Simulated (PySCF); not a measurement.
Constitutional and geometric isomers with formula C2H5B. Isolated molecules, 0 K electronic values unless said otherwise. One relaxed conformer stands for each flexible species; it need not be the lowest. Strings in code marks are SMILES.

The HOMO–LUMO gap from two functionals at the same geometries (PBE0-D4/def2-TZVP), both in PySCF: PBE-D3(BJ)/def2-TZVP and B3LYP-D3(BJ)/def2-TZVP. B3LYP has the VWN-RPA correlation part, as in Gaussian. 

| species | B3LYP-D3(BJ)/def2-TZVP (eV) |
|---|---|
| `C1CB1` | 5.68 |
| `[H]/B=C/C` | 4.49 |
| `BC=C` | 5.97 |

### Question
What does PBE-D3(BJ)/def2-TZVP give for each?

### Answer

- `C1CB1`: 3.80
- `[H]/B=C/C`: 2.85
- `BC=C`: 4.39
Over these rows, drawn at random from the members with no instability flagged (it was tested for open shells, ions and some series alone), PBE minus B3LYP-D3(BJ): mean -1.70 eV, from -1.88 eV to -1.58 eV.
